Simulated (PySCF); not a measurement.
Isomers of [C8H15N2]+ (charge +1), one GFN2-xTB conformer each. Single-point energies are computed at PBE0/pcSseg-1 (PySCF, gas phase, no added dispersion term), electronic only.

```tsv
SMILES	GFN2-xTB relative energy (kcal/mol)
CCCC[n+]1ccn(C)c1	0.5
C[n+]1cc[nH]c1C(C)(C)C	0.0
```

Conformers: `[CH3:1][CH2:2][CH2:3][CH2:4][n+:5]1[cH:6][cH:7][n:8]([CH3:9])[cH:10]1` (charge +1) with C1–C2–C3–C4 -175°, C2–C3–C4–N5 -66°, C3–C4–N5–C6 -77°.

Q: What does PBE0/pcSseg-1 give for the same structures?

A: 
```json
{"SMILES": "C[n+]1cc[nH]c1C(C)(C)C", "PBE0/pcSseg-1 E (Eh)": "-422.62158", "PBE0/pcSseg-1 (kcal/mol)": "0.0", "GFN2-xTB (kcal/mol)": "0.0", "point group": "C1"}
{"SMILES": "CCCC[n+]1ccn(C)c1", "PBE0/pcSseg-1 E (Eh)": "-422.61375", "PBE0/pcSseg-1 (kcal/mol)": "4.9", "GFN2-xTB (kcal/mol)": "0.5", "point group": "C1"}
```

Both levels put the same isomer lowest. As drawn, the lower has an N–H bond and a quaternary carbon, which the higher lacks. Neighbours under 5.0 kcal/mol apart (C[n+]1cc[nH]c1C(C)(C)C and CCCC[n+]1ccn(C)c1) can change places with a better method, another conformer or zero-point energy.

Q: Which frontier levels and rotational constants go with these structures?

A: 
```tsv
SMILES	HOMO (eV, PBE0/pcSseg-1)	LUMO (eV)	A, B, C (MHz)
C[n+]1cc[nH]c1C(C)(C)C	-11.75	-4.64	2020, 1192, 903.4
CCCC[n+]1ccn(C)c1	-12.06	-4.85	2497, 710.4, 638.6
```
